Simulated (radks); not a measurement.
As II, configuration [Ar] 3d10 4s2 4p2. Calculated with a radial shooting solver on a logarithmic mesh with Libxc functionals: non-relativistic Kohn-Sham, PBE, spin-unpolarised, spherical densities, point nucleus.

Normalised radial functions P(r) = r R(r), r in bohr:

```
   r/bohr * 2p, o 3s, + 4s (the largest magnitude, 2.29, reaches the edge; | marks zero, & curves that meet)
 0.005931                             *+ o
 0.007723                             |& o
  0.01014                             |&  o
  0.01331                             |+* o
  0.01747                             | +* o
  0.02293                             | + *o
  0.03009                             | +  o *
   0.0395                             |+  o     *
  0.05184                             |+o           *
  0.06805                            o+                  *
  0.08932                        o  + |                      *
   0.1163                     o    +  |                          *
   0.1527                    o     +  |                          *
   0.2004                       o   + |                       *
    0.263                             |&               *
   0.3452                             |  +      &
   0.4532                             |   *+          o
   0.5948                             |* +            o
   0.7807                            +*           o
    1.025                       +     *      o
    1.345                    +        * o
    1.766                    +        *o
    2.299                      +      &
    3.018                         +   &
    3.961                           + &
    5.199                             &
    6.824                             &
```

2p: eigenvalue -1303.8 eV, 0 radial nodes, <r> = 0.179 bohr, 90 % of the charge inside 0.291 bohr. 3s: eigenvalue -193.68 eV, 2 radial nodes at r = 0.0605, 0.253 bohr, <r> = 0.609 bohr, 90 % of the charge inside 0.909 bohr. 4s: eigenvalue -22.860 eV, 3 radial nodes at r = 0.0603, 0.245, 0.746 bohr, <r> = 1.91 bohr, 90 % of the charge inside 2.83 bohr.
